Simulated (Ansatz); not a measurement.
## Ansatz (development build ahead of 0.2.0) run

```yaml
crystal:
  periodic: [false, false, false]
  atoms:
    - { symbol: C, position_ang: [2.72391, 0.0, 0.0] }
    - { symbol: C, position_ang: [2.35898, 1.36196, 0.0] }
    - { symbol: C, position_ang: [1.36196, 2.35898, 0.0] }
    - { symbol: C, position_ang: [0.0, 2.72391, 0.0] }
    - { symbol: C, position_ang: [-1.36196, 2.35898, 0.0] }
    - { symbol: C, position_ang: [-2.35898, 1.36196, 0.0] }
    - { symbol: C, position_ang: [-2.72391, 0.0, 0.0] }
    - { symbol: C, position_ang: [-2.35898, -1.36196, 0.0] }
    - { symbol: C, position_ang: [-1.36196, -2.35898, 0.0] }
    - { symbol: C, position_ang: [0.0, -2.72391, 0.0] }
    - { symbol: C, position_ang: [1.36196, -2.35898, 0.0] }
    - { symbol: C, position_ang: [2.35898, -1.36196, 0.0] }
    - { symbol: H, position_ang: [3.80891, 0.0, 0.0] }
    - { symbol: H, position_ang: [3.29861, 1.90446, 0.0] }
    - { symbol: H, position_ang: [1.90446, 3.29861, 0.0] }
    - { symbol: H, position_ang: [0.0, 3.80891, 0.0] }
    - { symbol: H, position_ang: [-1.90446, 3.29861, 0.0] }
    - { symbol: H, position_ang: [-3.29861, 1.90446, 0.0] }
    - { symbol: H, position_ang: [-3.80891, 0.0, 0.0] }
    - { symbol: H, position_ang: [-3.29861, -1.90446, 0.0] }
    - { symbol: H, position_ang: [-1.90446, -3.29861, 0.0] }
    - { symbol: H, position_ang: [0.0, -3.80891, 0.0] }
    - { symbol: H, position_ang: [1.90446, -3.29861, 0.0] }
    - { symbol: H, position_ang: [3.29861, -1.90446, 0.0] }
basis:
  gaussian: { orbitals: def2-SVP }
magnetization:
  initial_magnetization: 2
hamiltonian:
  xc: hf
```

The input is written out in the form of the current development build from the run's settings.

Output:

```yaml
Converged: yes
Total_energy: -460.71043 hartree
Spin_squared_of_the_determinant: 2.000
Stability_test: minimum among restricted orbitals
```

Caution: another spin multiplicity may lie lower; an unrestricted determinant lies well below.
